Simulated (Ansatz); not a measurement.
Ansatz (a program for electronic structure) input (PBE0/def2-TZVPD):

Ansatz 0.2 input:
```yaml
crystal:
  periodic: [false, false, false]
  atoms:
    - {symbol: Si, position_ang: [-0.85697643, -0.09700780, -0.47042731]}
    - {symbol: C, position_ang: [-1.50618058, 1.56915815, -0.91056291]}
    - {symbol: C, position_ang: [-1.96237263, -1.20446130, 0.50059955]}
    - {symbol: O, position_ang: [0.57209166, 0.22297214, 0.61985985]}
    - {symbol: Si, position_ang: [2.26818017, -0.21814666, 0.31162362]}
    - {symbol: H, position_ang: [-0.09218715, -0.76576816, -1.53743230]}
    - {symbol: H, position_ang: [-2.32971806, 1.45563928, -1.62117032]}
    - {symbol: H, position_ang: [-0.74471931, 2.19134808, -1.38291131]}
    - {symbol: H, position_ang: [-1.90277347, 2.09483125, -0.03907863]}
    - {symbol: H, position_ang: [-1.45342484, -2.11829150, 0.81035282]}
    - {symbol: H, position_ang: [-2.36362990, -0.70508418, 1.38530445]}
    - {symbol: H, position_ang: [-2.81445491, -1.49354966, -0.12105315]}
    - {symbol: H, position_ang: [2.24199095, -1.67810996, 0.17751076]}
    - {symbol: H, position_ang: [2.93120733, 0.28374301, 1.52124433]}
    - {symbol: H, position_ang: [2.60783029, 0.49444924, -0.92411459]}
    - {symbol: H, position_ang: [0.39761288, 0.68099678, 1.45550104]}
basis:
  gaussian:
    orbitals: def2-TZVPD
hamiltonian:
  xc: {name: PBE0}
total_charge: 1
output: {forces: true}
```

Output:

```
Functional definition: PBE0
integrals: 0.32 GiB planned
1685 factors; their error is unknown
0.43 GiB of the device are held for the grids
1.85 GiB of device memory are held for the factors and their scratch space
mean field: 2.16 GiB planned
mean field evaluation 1: about -20023.7027 eV, gradient 9.7e1 eV
mean field evaluation 2: about -20012.9740 eV, gradient 1.2e2 eV
mean field evaluation 4: about -20041.4240 eV, gradient 6.4e0 eV
mean field evaluation 8: about -20041.5081 eV, gradient 2.8e-2 eV
mean field evaluation 16: about -20041.5048 eV, gradient 3.6e-5 eV
mean field -20041.50479865 eV, -736.5117167305 hartree, gradient 3.6e-5 eV, S^2 0.000000; 0 other end points of the search recorded, 0 dependent functions left out
the calculation of the forces begins
reference -20041.50484158 eV, -736.5117183081 hartree; 29, 29 occupied and 270, 270 virtual orbitals, 1685 factors
Total energy: -20041.50484158 eV, -736.5117183081 hartree
Atom 0 at    -0.856976    -0.097008    -0.470427 Å, force    -0.055421     0.098370     0.175393 eV/Å
Atom 1 at    -1.506181     1.569158    -0.910563 Å, force     0.038361    -0.068837     0.026985 eV/Å
Atom 2 at    -1.962373    -1.204461     0.500600 Å, force     0.057631     0.049871    -0.033442 eV/Å
Atom 3 at     0.572092     0.222972     0.619860 Å, force     0.015722    -0.003639    -0.002312 eV/Å
Atom 4 at     2.268180    -0.218147     0.311624 Å, force    -0.201311     0.050309     0.032027 eV/Å
Atom 5 at    -0.092187    -0.765768    -1.537432 Å, force     0.072591    -0.052646    -0.079926 eV/Å
Atom 6 at    -2.329718     1.455639    -1.621170 Å, force    -0.026299    -0.013825    -0.024130 eV/Å
Atom 7 at    -0.744719     2.191348    -1.382911 Å, force     0.026753     0.016123    -0.020686 eV/Å
Atom 8 at    -1.902773     2.094831    -0.039079 Å, force    -0.015565     0.013396     0.029457 eV/Å
Atom 9 at    -1.453425    -2.118292     0.810353 Å, force     0.018863    -0.032122     0.003899 eV/Å
Atom 10 at    -2.363630    -0.705084     1.385304 Å, force    -0.014480     0.019754     0.026244 eV/Å
Atom 11 at    -2.814455    -1.493550    -0.121053 Å, force    -0.024712    -0.004655    -0.028828 eV/Å
Atom 12 at     2.241991    -1.678110     0.177511 Å, force     0.002887    -0.109968    -0.007126 eV/Å
Atom 13 at     2.931207     0.283743     1.521244 Å, force     0.046148     0.035607     0.085551 eV/Å
Atom 14 at     2.607830     0.494449    -0.924115 Å, force     0.030417     0.054564    -0.090725 eV/Å
Atom 15 at     0.397613     0.680997     1.455501 Å, force     0.028417    -0.052301    -0.092380 eV/Å
Dipole moment:     0.194240     0.122084     0.301044 e Å
```

It need not be the lowest isomer of its formula.
